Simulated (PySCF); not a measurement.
CH4F2SSi, SMILES C[Si](F)(F)S.

The structure is a stationary point at B3LYP-D3(BJ)/def2-SVP. Other conformers were not sampled.

These are r2SCAN/def2-TZVP in PySCF values and carry that method's errors.

Gas-phase values at a fixed geometry.

| Property | Result |
|---|---|
| total energy | -928.04487 hartree |
| highest occupied level | -7.02 eV |
| lowest empty level | -0.51 eV |
| orbital gap | 6.51 eV |
| dipole moment | 2.72 D |
| quadrupole, principal values (traceless, Buckingham form, about the centre of nuclear charge) | -4.99, 2.35, 2.65 D·Å |
| mean static polarisability | 53.1 bohr³ (7.86 Å³) |
| polarisability, principal values | 45.8, 49.6, 63.8 bohr³ |
